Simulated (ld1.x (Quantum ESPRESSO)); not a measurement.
**samarium (Sm): excitation energies, all-electron against TM**

| Quantity | Value |
| --- | --- |
| Element | samarium (Sm) |
| Generator | ld1.x (Quantum ESPRESSO) 7.5 |
| Type | norm-conserving Troullier–Martins (Kleinman–Bylander form) |
| Functional | PBEsol |
| Relativity | fully relativistic |
| Frozen core | [Kr] 4d10 5s2 |
| Valence charge | 14 |
| Reference configuration | 4f6 5p6 5d0 6s1 6p0 (charge +1) |
| Partial waves | 5p (bound): rc 2.05 bohr; 5d (bound, empty): rc 0.85 bohr; 4f (bound): rc 1.30 bohr; 6s (bound): rc 5.66 bohr |
| Local potential | the s channel |
| Core correction | Bessel-smoothed model core inside 0.70 bohr |

Open shells are filled in proportion to 2j + 1 (rel_dist='average').

Energies are relative to the spin-unpolarised reference configuration 4f6 5p6 5d0 6s1 6p0; without spin polarisation the order of configurations can differ from experiment. Not all tests gave a result: 2 of 7 tests not solved or not reliable. Left out of the table: 4f5 5p6 5d1 6s1 6p0 (solver errors, printed error -1567 eV); 4f5 5p6 5d1 6s2 6p0 (solver errors, printed error -1.1 eV).

| valence configuration | charge | ΔE all-electron (eV) | error AE − PS (meV) |
| --- | --- | --- | --- |
| 4f6 5p6 5d0 6s2 6p0 | 0 | -5.965 | +5.4 |
| 4f5 5p6 5d0 6s0 6p0 | +3 | 34.804 | -1523 |
| 4f6 5p5 5d0 6s2 6p0 | +1 | 22.371 | +89 |

Q: What are ΔE and the potential's error for 4f6 5p6 5d0 6s1.5 6p0?

A: ΔE = -3.586 eV all-electron; the error (AE − PS) is -0.9 meV.

Q: What are ΔE and the potential's error for 4f6 5p6 5d0 6s0 6p0?

A: ΔE = 10.987 eV all-electron; the error (AE − PS) is -96 meV.

Levels in the configuration 4f6 5p6 5d0 6s2 6p0:

| level | all-electron (eV) | pseudo (eV) |
| --- | --- | --- |
| 4f j=5/2 | -2.811 | -2.937 |
| 4f j=7/2 | -2.271 | -2.396 |
| 5p j=1/2 | -25.731 | -25.824 |
| 5p j=3/2 | -22.186 | -22.276 |
| 6s j=1/2 | -3.601 | -3.624 |

These tests converged, but a pseudo level misses the all-electron one widely, so the file describes the atom poorly there or has found another state: 4f5 5p6 5d0 6s0 6p0: 4f by 2.6 eV (a node warning on the way).
